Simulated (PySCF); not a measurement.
A calculated (PBEsol, PySCF 2.14, aug-cc-pV5Z, no relativity, point nucleus) atom or ion has these occupied shells.

```csv
shell,electrons,orbital energy (eV),"rms radius, mean of both spins (bohr)"
1s α,1,-911.34,0.184
1s β,1,-907.63,0.184
2s α,1,-105.81,0.874
2s β,1,-97.422,0.874
2p α,3,-83.598,0.830
```

**Question.** Name the element and its charge.

**Answer.** Ne³⁺ (neon, charge +3), in [He] 2s2 2p3, high-spin 4S determinant.
